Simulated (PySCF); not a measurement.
NMR data simulated for an unnamed compound:

¹H NMR (400 MHz, computed): δ 7.41 (m, 2H), 6.16 (br s, 1H), 5.91 (br s, 1H), 4.11 (d, 2H), 2.04 (s, 3H), 0.81 (m, 1H).

¹³C{¹H} NMR (computed): δ 151.3 (C), 133.8 (CH2), 120.3 (CH), 28.2 (CH3), 1.7 (CH).

- PBE0/pcSseg-1 with gauge-including orbitals
- geometry: GFN2-xTB
- run in PySCF 2.14.0 with density-fitted response routines
- no relativistic terms, no solvent, single conformer, fast rotation and ring inversion assumed for equivalent nuclei

Referencing at the same level of theory: ¹H (σ = 31.72 ppm), ¹³C (σ = 186.93 ppm) vs TMS.

Task: Which of these does the molecule contain: a C≡C triple bond, an S-methyl group, a Si–H bond, an OH group, a three-membered ring, a non-aromatic C=C double bond?

Result: 
- A C≡C triple bond: no.
- An S-methyl group: no.
- A Si–H bond: yes (δH 4.11 (d)).
- An OH group: no.
- A three-membered ring: yes.
- A non-aromatic C=C double bond: yes.

The data belong to SMILES C=C(C)[SiH2]C1C=C1, C₆H₁₀Si; they needn't prove each group on their own.

Carbon signals by region: 3 in the sp2 and nitrile region (100–160 ppm), 2 below 50 ppm.

Shifts are as computed. Against solution values, carbons near 30 ppm lie about +3 ppm off and those near 130 ppm about +5 ppm. Of 1211 compounds with measured shifts, 218 miss one by over three times the rms of a fit or turn the order of signals round; such compounds aren't used in these exercises. No couplings were computed; multiplicities are counted from neighbouring protons, with m where these are inequivalent, close in shift, in a saturated or five-membered ring or joined by F or P, and br s for small geminal =CH2 splittings.
